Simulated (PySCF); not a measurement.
CH₅Bi, SMILES [BiH2][CH3].

The structure is a stationary point at r2SCAN-D4/def2-TZVP. The def2 effective core potentials stand for the cores of Bi; spin–orbit coupling is left out.

The numbers are results of TDA-PBE0/def2-SVPD in PySCF 2.14.0, not measurements.

Vertical excitations. The molecule is in vacuum. State labels are in the subgroup Cs.

Computed excitation energies, oscillator strengths and character:
```
state  symmetry  energy (eV)  λ (nm)      f                                                               main pairs
-----  --------  -----------  ------  -----  -----------------------------------------------------------------------
S1           A'         5.86     211  0.088                                                           HOMO→LUMO 87 %
S2           A"         6.20     200  0.052                                                         HOMO→LUMO+2 90 %
S3           A'         6.21     200  0.161                                                         HOMO→LUMO+1 83 %
S4           A"         7.04     176  0.001                                     HOMO−2→LUMO 57 %, HOMO−1→LUMO+2 42 %
S5           A'         7.06     176  0.065                                     HOMO−1→LUMO 74 %, HOMO−1→LUMO+1 15 %
S6           A"         7.52     165  0.004                                   HOMO−2→LUMO+1 70 %, HOMO−1→LUMO+2 19 %
S7           A'         7.64     162  0.377                                     HOMO−1→LUMO+1 54 %, HOMO→LUMO+3 32 %
S8           A"         7.97     156  0.400                 HOMO−2→LUMO 28 %, HOMO−1→LUMO+2 28 %, HOMO−2→LUMO+1 27 %
S9           A'         7.97     155  0.113  HOMO−2→LUMO+2 36 %, HOMO→LUMO+3 29 %, HOMO→LUMO+4 13 %, HOMO−1→LUMO 9 %
S10          A'         8.07     154  0.046                                       HOMO→LUMO+4 72 %, HOMO→LUMO+3 18 %
T1           A'         4.89     254      0                                                           HOMO→LUMO 85 %
T2           A"         5.14     241      0                                                         HOMO→LUMO+2 89 %
T3           A'         5.40     229      0                                       HOMO→LUMO+1 69 %, HOMO−1→LUMO 13 %
T4           A'         6.16     201      0                   HOMO−1→LUMO 60 %, HOMO→LUMO+1 21 %, HOMO−2→LUMO+2 12 %
```
Triplets are in the Tamm–Dancoff approximation.
